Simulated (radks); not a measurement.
Question: Successive ionisation energies (eV) of one element, from differences of total energies of ions in their ground configurations, starting at charge 22: 652.48, 698.42, 745.33, 809.93, 860.19, 911.45, 963.67, 1016.8, 1070.8, 1125.7, 1413.8, 1466.9, 1520.3, 1573.9, 1627.8, 1701.5, 1757.8, 1814.4, 1871.2, 1928.3, 2211.9, 2267.6. Calculated with a radial shooting solver on a logarithmic mesh with Libxc functionals: scalar-relativistic Kohn-Sham, SCAN, spin-polarised, spherical densities, finite nucleus; open shells are filled with parallel spins first (spin-orbit coupling, left out, can overturn this in heavy ions); meta-GGA in the generalised Kohn-Sham scheme; Fermi nuclear charge, rms radius 5.427 fm. Which element is it?

Answer: Platinum (Z = 78). The first species listed is Pt22+ in [Kr] 4d10 4f10, the last Pt43+ in [Ar] 3d10 4s2 4p5.
